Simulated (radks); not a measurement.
Results of a calculation; reference values are marked as such.
Ho XXI, configuration [Kr] 4d10 4f1.

Level of theory: Dirac Kohn-Sham, BLYP, spin-unpolarised, spherical densities, finite nucleus; open shells fill j = l - 1/2 first; Fermi nuclear charge, rms radius 5.2022 fm (a radial shooting solver on a logarithmic mesh with Libxc functionals).

Energy parts (eV):
total: -339624.74
kinetic: 374044.66
electron-nucleus: -812571.12
Hartree: 105765.81
exchange-correlation: -6864.08

Orbitals (lengths in bohr, moments of r in powers of bohr):
| orbital | occ. | eigenvalue (eV) | <r> | small-component weight |
|---|---|---|---|---|
| 1s1/2 | 2 | -55968.01 | 0.02074 | 6.27e-02 |
| 2s1/2 | 2 | -9807.789 | 0.08756 | 1.40e-02 |
| 2p1/2 | 2 | -9361.336 | 0.07292 | 1.40e-02 |
| 2p3/2 | 4 | -8504.592 | 0.08009 | 1.29e-02 |
| 3s1/2 | 2 | -2615.851 | 0.2291 | 4.49e-03 |
| 3p1/2 | 2 | -2420.691 | 0.2188 | 4.43e-03 |
| 3p3/2 | 4 | -2241.241 | 0.2322 | 4.12e-03 |
| 3d3/2 | 4 | -1906.209 | 0.2050 | 4.00e-03 |
| 3d5/2 | 6 | -1867.084 | 0.2092 | 3.91e-03 |
| 4s1/2 | 2 | -920.0016 | 0.4993 | 1.58e-03 |
| 4p1/2 | 2 | -840.8715 | 0.5037 | 1.51e-03 |
| 4p3/2 | 4 | -795.5099 | 0.5287 | 1.41e-03 |
| 4d3/2 | 4 | -663.9596 | 0.5365 | 1.27e-03 |
| 4d5/2 | 6 | -654.9683 | 0.5440 | 1.25e-03 |
| 4f5/2 | 1 | -494.5824 | 0.5441 | 1.01e-03 |
| 4f7/2 | 0 | -492.6550 | 0.5472 | 9.98e-04 |

The highest occupied level is 4f5/2 at -494.58 eV. Summed over all electrons, <r^2> = 7.150 bohr^2, which gives a Langevin (diamagnetic) susceptibility term of -5.66 x 10^-6 cm^3/mol.
